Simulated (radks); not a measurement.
Q: These are the eigenvalues of the occupied orbitals of an atom or ion with whole-number occupations (Ry). All-electron calculation, scalar-relativistic Kohn-Sham, LDA (Slater exchange, Perdew-Wang correlation), spin-polarised, spherical densities, finite nucleus; Fermi nuclear charge, rms radius of each element as measured or else 0.836 A^(1/3) + 0.57 fm. Program: a radial shooting solver on a logarithmic mesh with Libxc functionals.

| orbital | eigenvalue |
|---|---|
| 1s up | -2630.525 |
| 1s down | -2630.514 |
| 2s up | -414.6669 |
| 2s down | -414.6604 |
| 2p up | -372.4416 |
| 2p down | -372.4340 |
| 3s up | -88.00602 |
| 3s down | -87.99642 |
| 3p up | -74.41237 |
| 3p down | -74.40234 |
| 3d up | -54.39466 |
| 3d down | -54.38526 |
| 4s up | -18.44539 |
| 4s down | -18.42518 |
| 4p up | -14.09005 |
| 4p down | -14.06717 |
| 4d up | -7.74429 |
| 4d down | -7.71138 |
| 5s up | -4.09706 |
| 5p up | -3.01695 |
| 5p down | -2.90824 |

Which element is it, and in what charge state? The configuration may be excited. Open shells, if any, are filled with parallel spins first.

A: Z = 55, caesium, charge +3: Cs3+ in [Kr] 4d10 5s1 5p5. The list shows which subshells hold electrons but not how many an open one holds; the 1s level, -1315.3 hartree, gives Z - s = 51.3 by -(Z - s)^2/2, which with screening and relativity narrows Z to a few neighbours, and the depths of the outer levels then fix element, charge and occupations together.
